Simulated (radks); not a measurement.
Results of a calculation; reference values are marked as such.
Initial-state core-level shifts of neutral copper when its valence configuration changes from [Ar] 3d10 4s1. Code: a radial shooting solver on a logarithmic mesh with Libxc functionals. Model: scalar-relativistic Kohn-Sham, SCAN, spin-unpolarised, spherical densities, finite nucleus; meta-GGA in the generalised Kohn-Sham scheme; Fermi nuclear charge, rms radius 3.8823 fm. Shifts are changes of the shell-averaged eigenvalues in eV (positive: less bound); the change of the density at the nucleus, which sets a Mossbauer isomer shift, is in e/bohr^3, on a base of 2.239e+04.

valence                2s       2p      3s      3p  density at nucleus
3d9 4s1.5 4p0.5    -7.044   -7.005  -6.571  -6.432              +7.288
3d8.5 4s2 4p0.5   -10.753  -10.688  -9.798  -9.565             +14.631
3d9.5 4s1 4p0.5    -3.859   -3.841  -3.724  -3.666              +1.470
3d10 4s0.5 4p0.5   -1.122   -1.126  -1.214  -1.225              -3.360
3d10 4p1           -2.059   -2.066  -2.240  -2.260              -7.032
3d9.5 4s1.5        -2.758   -2.740  -2.543  -2.478              +5.083
3d9 4s1 4p1        -8.001   -7.964  -7.596  -7.461              +3.142
3d9 4s0.5 4p1.5    -8.922   -8.886  -8.577  -8.445              -1.029
